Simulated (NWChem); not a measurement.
System: SiH4O3; SMILES O[SiH](O)O

Here is an NWChem input.

```
start job
memory heap 200 mb stack 900 mb global 1100 mb
geometry units angstroms noautosym nocenter noautoz
  Si     0.078014    -0.005280     0.481311
  O     -1.347435     0.197018    -0.344444
  O      0.581544    -1.522466     0.066011
  O      1.254850     1.076008     0.074761
  H     -0.122963     0.191193     1.935265
  H     -1.866809     0.979584    -0.140267
  H     -0.109626    -2.108952    -0.255503
  H      1.677772     0.936128    -0.778436
end
basis spherical
  Si library def2-svp
  O library def2-svp
  H library def2-svp
end
dft
  xc b3lyp
  iterations 150
end
cosmo
  do_cosmo_smd true
  solvent dioxane
end
task dft energy
```

Excerpt of the output:

```
             Northwest Computational Chemistry Package (NWChem) 7.3.0
             --------------------------------------------------------

                             Geometry "geometry" -> ""
                             -------------------------

 Output coordinates in angstroms (scale by  1.889725989 to convert to a.u.)

  No.       Tag          Charge          X              Y              Z
 ---- ---------------- ---------- -------------- -------------- --------------
    1 Si                  14.0000     0.07801400    -0.00528000     0.48131100
    2 O                    8.0000    -1.34743500     0.19701800    -0.34444400
    3 O                    8.0000     0.58154400    -1.52246600     0.06601100
    4 O                    8.0000     1.25485000     1.07600800     0.07476100
    5 H                    1.0000    -0.12296300     0.19119300     1.93526500
    6 H                    1.0000    -1.86680900     0.97958400    -0.14026700
    7 H                    1.0000    -0.10962600    -2.10895200    -0.25550300
    8 H                    1.0000     1.67777200     0.93612800    -0.77843600

 Effective nuclear repulsion energy (a.u.)     187.5218951601

                                 NWChem DFT Module
                                 -----------------

 Summary of "ao basis" -> "ao basis" (spherical)
 ------------------------------------------------------------------------------
       Tag                 Description            Shells   Functions and Types
 ---------------- ------------------------------  ------  ---------------------
 Si                         def2-svp                 8       18   4s3p1d
 O                          def2-svp                 6       14   3s2p1d
 H                          def2-svp                 3        5   2s1p

 in cosmo_initialize ...
 calling solv_data for solv:dioxane

 solvent parameters
 solvname_short: dioxane
 solvname_long:  1,4-dioxane
 dielec:        2.2099
 dielecinf:     2.0232
 nonaqueous SMD model solvent descriptors
 dielec:        2.2099
 sola:          0.0000
 solb:          0.6400
 solc:          0.0000
 solg:         47.1400
 solh:          0.0000
 soln:          1.4224

          ---------------
          -cosmo- solvent
          ---------------
 Cosmo: York-Karplus, doi: 10.1021/jp992097l
 dielectric constant -eps-     =   2.21
 screen = (eps-1)/(eps    )    =   0.54749
 surface charge correction     = lagrangian

   van der Waals surface
 --------------------------

 ---------- ATOMIC COORDINATES (A.U.) ------------ VDWR(ANG.) --
     1    0.14742508   -0.00997775    0.90954591     2.470
     2   -2.54628294    0.37231003   -0.65090478     2.294
     3    1.09895881   -2.87704357    0.12474270     2.294
     4    2.37132266    2.03336028    0.14127780     2.294
     5   -0.23236638    0.36130238    3.65712057     1.200
     6   -3.52775748    1.85114534   -0.26506620     1.200
     7   -0.20716310   -3.98534140   -0.48283066     1.200
     8    3.17052935    1.76902541   -1.47103074     1.200
 number of segments per atom =        128
 number of   points per atom =        128
 atom (   nspa,  nppa )
 ----------------------
    1 (     33,     0 )       0
    2 (     81,     0 )       0
    3 (     81,     0 )       0
    4 (     81,     0 )       0
    5 (     31,     0 )       0
    6 (      1,     0 )       0
    7 (      1,     0 )       0
    8 (      1,     0 )       0
 number of -cosmo- surface points =      310
 molecular surface =    133.574 angstrom**2
 molecular volume  =    132.054 angstrom**3
 -lineq- algorithm             =   0
 -bem- low  level              =   3
 -bem- from -octahedral-
 gaussian surface charge width =   4.50000
 degree of switching           =   1.00000
 switching function tolerance  =   0.00010
 atomic radii =
 --------------
    1 14.000  2.470
    2  8.000  2.294
    3  8.000  2.294
    4  8.000  2.294
    5  1.000  1.200
    6  1.000  1.200
    7  1.000  1.200
    8  1.000  1.200
 ...... end of -cosmo- initialization ......

 nat:                     8
 ixmem:                  3618
 calling mnsol_interface()
 G(SMD-CDS) energy (kcal/mol)  =    -1.883
 SMD-CDS SASA (angstrom**2)    =   122.128

[...]

                                COSMO-SMD solvation results
                                ---------------------------

             internal energy in gas <Psi(g)|H|Psi(g)> =      -517.454851478145
         internal energy in solvent <Psi(s)|H|Psi(s)> =      -517.454719739631
                               delta internal energy  =         0.000131738513 (    0.08 kcal/mol)
   total free energy in solvent <Psi(s)|H+V/2|Psi(s)> =      -517.459216299812
 polarization energy contribution <Psi(s)|V/2|Psi(s)> =        -0.004496560181 (   -2.82 kcal/mol)
    total free energy in solvent including G(SMD-CDS) =      -517.462217133031
                       G(SMD-CDS) energy contribution =        -0.003000833219 (   -1.88 kcal/mol)
     1 M fixed-concentration free energy of solvation =        -0.007365654886 (   -4.62 kcal/mol)

                       DFT Final Molecular Orbital Analysis
                       ------------------------------------

 Vector   19  Occ=2.000000D+00  E=-3.295039D-01
              MO Center= -1.4D-02, -2.6D-01,  1.2D-03, r^2= 3.0D+00
   Bfn.  Coefficient  Atom+Function         Bfn.  Coefficient  Atom+Function
  ----- ------------  ---------------      ----- ------------  ---------------
    24      0.378765  2 O  pz                38     -0.344655  3 O  pz
    27      0.278106  2 O  pz                41     -0.266255  3 O  pz
    50      0.204156  4 O  px                52      0.189087  4 O  pz
    37      0.156199  3 O  py                53      0.155051  4 O  px
    55      0.134836  4 O  pz                40      0.121354  3 O  py

 Vector   20  Occ=2.000000D+00  E=-3.142727D-01
              MO Center= -3.0D-01,  1.6D-01,  1.3D-01, r^2= 2.9D+00
   Bfn.  Coefficient  Atom+Function         Bfn.  Coefficient  Atom+Function
  ----- ------------  ---------------      ----- ------------  ---------------
    24      0.342290  2 O  pz                50     -0.275014  4 O  px
    27      0.255350  2 O  pz                38      0.224904  3 O  pz
    23     -0.221287  2 O  py                53     -0.200124  4 O  px
    22     -0.194183  2 O  px                61     -0.187801  5 H  s
    62     -0.181064  5 H  s                 41      0.163733  3 O  pz

 Vector   21  Occ=2.000000D+00  E=-3.100044D-01
              MO Center=  3.2D-01, -1.1D-01,  2.2D-01, r^2= 3.1D+00
   Bfn.  Coefficient  Atom+Function         Bfn.  Coefficient  Atom+Function
  ----- ------------  ---------------      ----- ------------  ---------------
    38      0.336043  3 O  pz                51     -0.251123  4 O  py
    41      0.248299  3 O  pz                22      0.214713  2 O  px
    50      0.214852  4 O  px                54     -0.189263  4 O  py
    61     -0.187073  5 H  s                 62     -0.187907  5 H  s
    23      0.177500  2 O  py                25      0.165143  2 O  px

 Vector   22  Occ=0.000000D+00  E= 4.242498D-02
              MO Center= -2.1D-01,  8.3D-02, -2.7D-01, r^2= 6.1D+00
   Bfn.  Coefficient  Atom+Function         Bfn.  Coefficient  Atom+Function
  ----- ------------  ---------------      ----- ------------  ---------------
     4      0.669012  1 Si s                 67      0.640689  6 H  s
    21     -0.573750  2 O  s                 72      0.572128  7 H  s
    77      0.561843  8 H  s                 49     -0.514692  4 O  s
    35     -0.475497  3 O  s                 62     -0.391292  5 H  s
    26     -0.164487  2 O  py                20     -0.157439  2 O  s

 Vector   23  Occ=0.000000D+00  E= 6.683608D-02
              MO Center= -4.9D-01, -2.9D-01,  2.2D-01, r^2= 5.5D+00
   Bfn.  Coefficient  Atom+Function         Bfn.  Coefficient  Atom+Function
  ----- ------------  ---------------      ----- ------------  ---------------
    35      0.697209  3 O  s                 72     -0.686234  7 H  s
    67      0.648857  6 H  s                 21     -0.570644  2 O  s
    11     -0.457486  1 Si px                12      0.395096  1 Si py
    26     -0.240453  2 O  py                13     -0.191898  1 Si pz
    23     -0.181201  2 O  py                71     -0.157244  7 H  s

 Vector   24  Occ=0.000000D+00  E= 7.241620D-02
              MO Center=  4.5D-01,  3.0D-01, -2.5D-01, r^2= 5.7D+00
   Bfn.  Coefficient  Atom+Function         Bfn.  Coefficient  Atom+Function
  ----- ------------  ---------------      ----- ------------  ---------------
    77     -0.868787  8 H  s                 49      0.796145  4 O  s
    12     -0.545996  1 Si py                67      0.493978  6 H  s
    21     -0.424809  2 O  s                 35     -0.384043  3 O  s
    72      0.327358  7 H  s                 11     -0.263878  1 Si px
    55     -0.195159  4 O  pz                39      0.188745  3 O  px

     Multipole analysis of the density
     ---------------------------------

     L   x y z        total         alpha         beta         nuclear
     -   - - -        -----         -----         ----         -------
     0   0 0 0     -0.000000    -21.000000    -21.000000     42.000000

     1   1 0 0     -0.585517     -4.622349     -4.622349      8.659182
     1   0 1 0      0.090403      2.002473      2.002473     -3.914543
     1   0 0 1     -0.419428     -5.756095     -5.756095     11.092761

     2   2 0 0    -21.451667    -75.432846    -75.432846    129.414025
     2   1 1 0     -0.525291     -3.010334     -3.010334      5.495377
     2   1 0 1     -2.672242     -8.553398     -8.553398     14.434555
     2   0 2 0    -20.946261    -71.960859    -71.960859    122.975457
     2   0 1 1     -0.352673      1.066727      1.066727     -2.486128
     2   0 0 2    -22.414342    -26.755800    -26.755800     31.097258
```

Level: B3LYP/def2-SVP, SMD on the gas-phase geometry. The geometry was optimised at PBE0/def2-SVP. Solvent: 1,4-dioxane.
